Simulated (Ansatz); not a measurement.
`F[B-](F)(F)[O+]([SiH3])[SiH3]`, relaxed with RKS PBE-D4/def2-SVP in Ansatz 0.2.0 from a rough embedded geometry. The force threshold is 0.03 eV/Å; the program also tests the step.

Charge 0, multiplicity 1.

Start:

```xyz
13

F    -1.187   -0.212    1.631
B     0.167   -0.678    1.344
F     1.040   -0.142    2.383
F     0.320   -2.106    1.398
O     0.625   -0.229   -0.006
Si   -0.456   -0.889   -1.227
Si    0.488    1.504   -0.156
H    -0.384   -2.344   -1.216
H    -1.867   -0.431   -1.030
H    -0.044   -0.435   -2.577
H     1.323    2.137    0.846
H    -0.913    1.936    0.061
H     0.887    1.889   -1.449
```

```
step  energy (eV)  largest force (eV/Å)  largest move (Å)
   1  -26699.6662                 4.262             0.000
   2  -26700.5062                 1.756             0.143
   3  -26700.7468                 0.855             0.200
   4  -26700.8465                 0.299             0.200
   5  -26700.9008                 0.212             0.192
   6  -26700.9243                 0.362             0.199
   7  -26700.9740                 0.127             0.200
   8  -26700.9815                 0.593             0.198
   9  -26701.0132                 0.173             0.172
  10  -26701.0172                 0.301             0.110
  11  -26701.0220                 0.049             0.062
  12  -26701.0236                 0.132             0.079
  13  -26701.0247                 0.094             0.034
  14  -26701.0261                 0.054             0.069
  15  -26701.0268                 0.071             0.052
  16  -26701.0271                 0.060             0.031
  17  -26701.0273                 0.059             0.024
  18  -26701.0275                 0.029             0.019
```

End:

```xyz
13

F    -0.437    0.406    2.230
B     0.029   -0.670    1.511
F     1.293   -1.065    1.809
F    -0.876   -1.688    1.310
O     0.135   -0.005   -0.058
Si   -0.333   -1.110   -1.327
Si    0.324    1.729   -0.081
H     0.407   -2.385   -1.104
H    -1.818   -1.274   -1.332
H     0.118   -0.427   -2.585
H     1.411    2.070    0.881
H    -0.981    2.383    0.238
H     0.727    2.035   -1.493
```

Hardware: 4 threads of an Arm Neoverse V1 on a shared host. Wall time 37 s, peak host memory 0.2 GiB.
